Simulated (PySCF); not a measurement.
Job file and geometry (Å, from GFN2-xTB) of an NMR shielding run on `C=CC[C@@H]1C=CCC[Si@@H]1Cl`, C8H13ClSi, GIAO PBE0/pcSseg-1 NMR shielding, non-relativistic, gas phase (PySCF 2.14.0, density-fitted response routines); density fitting, a coarse starting grid and PySCF grid level 2 are the driver's defaults:

```
$ OMP_NUM_THREADS=1 python probes_run.py task.json out

{"job": {"kind": "nmr", "xc": "PBE0", "basis": "pcSseg-1"}, "charge": 0, "multiplicity": 1}
C      3.668988    -0.380604    -1.077656
C      2.528058    -0.820627    -0.581290
C      1.681710    -0.064918     0.389415
C      0.369827     0.412207    -0.263764
C     -0.375737     1.294816     0.698428
C     -1.665923     1.290386     0.995771
C     -2.739246     0.381477     0.474590
C     -2.451100    -0.204706    -0.907893
Si    -0.731209    -1.003012    -0.916869
Cl    -0.713773    -2.577868     0.356538
H      4.082329     0.572650    -0.789192
H      4.243977    -0.952810    -1.785893
H      2.136122    -1.782289    -0.887395
H      2.235942     0.799750     0.764310
H      1.439054    -0.709163     1.238644
H      0.657839     1.042697    -1.115566
H      0.254153     2.024413     1.196081
H     -2.017494     2.006763     1.728609
H     -3.683454     0.933425     0.451610
H     -2.869634    -0.435951     1.193095
H     -3.236144    -0.913826    -1.170029
H     -2.487912     0.594743    -1.648187
H     -0.331128    -1.480568    -2.241526
```

**Question.** Write the output of this run.

**Answer.** 
```
coarse grid: 20000 points
cycle   1  E = -1061.5357406905  dE =  1.245e+00  |g| = 5.030e-01  |ddm| = 4.424e+00
cycle   2  E = -1061.5324606968  dE =  3.280e-03  |g| = 5.284e-01  |ddm| = 9.944e-01
cycle   3  E = -1061.6051548198  dE = -7.269e-02  |g| = 4.846e-02  |ddm| = 5.467e-01
cycle   4  E = -1061.6055719004  dE = -4.171e-04  |g| = 2.770e-02  |ddm| = 8.802e-02
cycle   5  E = -1061.6057515572  dE = -1.797e-04  |g| = 6.636e-03  |ddm| = 3.320e-02
cycle   6  E = -1061.6057601148  dE = -8.558e-06  |g| = 3.211e-03  |ddm| = 8.316e-03
cycle   7  E = -1061.6057626710  dE = -2.556e-06  |g| = 5.389e-04  |ddm| = 3.154e-03
final grid: 183176 points
cycle   8  E = -1061.6658179164  dE = -5.473e-05  |g| = 9.357e-03  |ddm| = 4.050e-02
cycle   9  E = -1061.6658104726  dE =  7.444e-06  |g| = 1.066e-02  |ddm| = 1.904e-02
cycle  10  E = -1061.6658402636  dE = -2.979e-05  |g| = 1.442e-03  |ddm| = 1.109e-02
cycle  11  E = -1061.6658407186  dE = -4.550e-07  |g| = 4.804e-04  |ddm| = 1.782e-03
cycle  12  E = -1061.6658407745  dE = -5.589e-08  |g| = 1.180e-04  |ddm| = 4.737e-04
cycle  13  E = -1061.6658407778  dE = -3.356e-09  |g| = 3.163e-05  |ddm| = 1.442e-04
cycle  14  E = -1061.6658407781  dE = -2.524e-10  |g| = 6.547e-06  |ddm| = 3.841e-05
converged SCF energy = -1061.6658407781

GIAO shielding tensors (ppm)
atom      isotropic    diamagn.    paramagn.     s11        s22        s33       span
  0 C       65.267     251.929    -186.662    -46.732     85.957    156.575    203.308
  1 C       39.480     257.645    -218.165    -86.823     46.169    159.094    245.917
  2 C      144.553     247.476    -102.923    123.257    143.462    166.940     43.683
  3 C      154.325     254.924    -100.599    139.105    155.796    168.074     28.969
  4 C       48.428     255.307    -206.879    -62.259     63.922    143.622    205.881
  5 C       50.385     254.485    -204.100    -59.373     55.143    155.384    214.757
  6 C      162.045     249.756     -87.710    151.556    160.055    174.525     22.968
  7 C      172.387     253.882     -81.495    168.307    168.783    180.070     11.763
  8 Si     348.926     879.846    -530.920    292.550    352.785    401.444    108.895
  9 Cl    1013.159    1150.051    -136.893    994.105   1002.728   1042.644     48.539
 10 H       26.236      30.781      -4.545     22.626     25.263     30.819      8.193
 11 H       26.419      27.719      -1.300     23.248     25.032     30.976      7.728
 12 H       25.342      31.346      -6.003     21.630     23.261     31.136      9.506
 13 H       29.571      33.455      -3.884     25.356     28.821     34.536      9.179
 14 H       29.215      31.942      -2.726     25.941     29.932     31.774      5.833
 15 H       30.171      34.038      -3.867     25.972     29.431     35.109      9.138
 16 H       25.948      32.912      -6.965     22.624     26.096     29.124      6.500
 17 H       25.736      30.686      -4.950     22.710     26.621     27.876      5.166
 18 H       29.218      28.817       0.401     23.530     27.559     36.563     13.033
 19 H       29.106      30.419      -1.314     25.350     28.151     33.816      8.465
 20 H       30.673      29.556       1.117     26.378     27.941     37.700     11.322
 21 H       30.848      31.720      -0.872     27.094     27.931     37.518     10.424
 22 H       26.415      29.550      -3.134     23.492     23.810     31.945      8.453
```

**Question.** Turn these shieldings into chemical shifts. Shifts are taken against calculated references (same method and geometry level): 13C (186.93 ppm) and 29Si (349.16 ppm) and 1H (31.72 ppm) against TMS; HCl for 35Cl (949.78 ppm).

**Answer.** Averaging equivalent atoms: C 1: 147.4; C 4: 138.5; C 5: 136.5; C 0: 121.7; C 2: 42.4; C 3: 32.6; C 6: 24.9; C 7: 14.5; Si 8: 0.2; Cl 9: -63; H 12: 6.37; H 17: 5.98; H 16: 5.77; H 10: 5.48; H 22: 5.30; H 11: 5.30; H 19: 2.61; H 14: 2.50; H 18: 2.50; H 13: 2.15; H 15: 1.55; H 20: 1.04; H 21: 0.87 ppm. 

Size and cost of the density-fitted run: 249 basis functions, 3.3 min wall time on 1 thread of an Intel Xeon, shared host; peak memory 1.2 GiB.
